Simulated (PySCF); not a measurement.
Geometry (Å), atoms numbered from 1 in this order:
```xyz
23

Si   -0.0574    0.0377    0.0448
C    -0.0230    0.0095    1.9345
C     0.6414   -1.2199    2.5461
H    -1.0658    0.1017    2.2866
H     0.4936    0.9290    2.2626
H     0.6345   -1.1865    3.6470
H     0.1291   -2.1482    2.2471
H     1.6929   -1.3105    2.2293
C     1.7040   -0.0022   -0.6075
C     2.3543    1.0390   -1.1404
H     2.2496   -0.9540   -0.5330
H     1.8745    2.0176   -1.2556
H     3.3908    0.9627   -1.4887
C    -0.9457    1.5913   -0.5248
C    -1.0039    1.9927   -1.8008
H    -1.4600    2.2055    0.2273
H    -0.5133    1.4288   -2.6029
H    -1.5396    2.8988   -2.1075
C    -0.9432   -1.4927   -0.5888
C    -2.0922   -1.4850   -1.2749
H    -0.4878   -2.4703   -0.3746
H    -2.5999   -0.5480   -1.5310
H    -2.5757   -2.4076   -1.6165
```

[PySCF 2.14.0 with density-fitted response routines: geometry: PBE0-D3(BJ)/def2-SVP; shieldings: GIAO KT2/pcSseg-1; one averaged value for each set of equivalent atoms; in vacuum; a single conformation; non-relativistic]

Referencing at the same level of theory: $^{13}$C, $^{1}$H, $^{29}$Si against TMS.

```csv
atoms,nucleus,count,δ (ppm)
C10/C15/C20,$^{13}$C,3,133.8
Si1,$^{29}$Si,1,-17.4
H6/H7/H8,$^{1}$H,3,1.14
C2,$^{13}$C,1,14.9
H11/H16/H21,$^{1}$H,3,6.14
C3,$^{13}$C,1,?
C9/C14/C19,$^{13}$C,3,130.9
H12/H13/H17/H18/H22/H23,$^{1}$H,6,?
H4/H5,$^{1}$H,2,?
```

Fill in the missing shifts.

## Answers


- C3: 10.1 ppm, carbon bonded to C, 3 H
- H12/H13/H17/H18/H22/H23: 6.13 ppm, hydrogen on a carbon bonded to C
- H4/H5: 0.78 ppm, hydrogen on a carbon bonded to C, Si

Shifts are as computed. Against solution values, carbons near 30 ppm lie about +2 ppm off and those near 130 ppm about -5 ppm (rms about the fit 1.2 ppm; single classes can miss by 10 ppm). Of 1328 compounds with measured shifts, 309 miss one by over three times the rms of a fit or turn the order of signals round; such compounds aren't used in these exercises. Signals without a measured value on file couldn't be tested in this way.
